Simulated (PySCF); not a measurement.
## What the settings do

Molecule: SMILES C=C(Cl)[C@@H]1O[C@H](C)C1=O, C6H7ClO2; geometry GFN2-xTB.

Geometry (Å), atoms numbered from 1 in this order:
```xyz
16

C     1.8665   -1.2235    0.5908
C     1.8311   -0.0731   -0.0567
Cl    2.9810    0.3505   -1.2744
C     0.7907    0.9868    0.1497
O    -0.2044    0.6617    1.1222
C    -1.2773    0.6668    0.1625
C    -1.9702   -0.6756   -0.0122
C    -0.2923    1.0412   -0.9260
O    -0.3316    1.2507   -2.0962
H     2.6265   -1.9600    0.4069
H     1.1263   -1.4281    1.3440
H     1.2661    1.9547    0.3499
H    -2.0051    1.4538    0.3928
H    -1.2398   -1.4475   -0.2426
H    -2.4889   -0.9430    0.9046
H    -2.6862   -0.6067   -0.8267
```

All runs: PySCF, non-relativistic, gas phase unless a solvent (IEF-PCM) is named; grid level 2, GIAOs and SCF threshold 1e-9 unless changed. The yardstick, PBE0/pcSseg-1, gives these isotropic shieldings σ (ppm, equivalent atoms averaged): C2 37.9, C1 68.7, C7 165.3, Cl3 723.2, O9 -302.9, H10 25.98, H12 26.10.

(1) What do these inputs give? (1) OPBE/pcSseg-1; grid level 4; (2) PBE0/pcSseg-1; max_cycle 8; scale 1.1; altered: scale 1.1; (3) wB97X-D/pcseg-1

(2) Comment on the technical settings and failures.

## Answers

(1) 
```
run        outcome  functions  wall time    C2    C1     C7    Cl3      O9    H10    H12
  1      converged        195    3.8 min  46.5  77.8  166.0  707.2  -267.6  26.04  25.82
  2  not converged        195       38 s     –     –      –      –       –      –      –
  3      converged        165       91 s  46.3  78.6  174.8  743.6  -261.1  26.19  26.54
```

Times are on shared hosts with different chips, so compare them loosely.

(2) 
- Run 2: All coordinates were scaled by 1.1, as happens with a wrong length unit or a careless edit. The SCF stopped after 8 cycles without meeting its threshold and the cycle limit at 8, so no response property followed.

Run 2 was set up unsoundly or failed; its numbers aren't to be quoted as properties of the molecule.
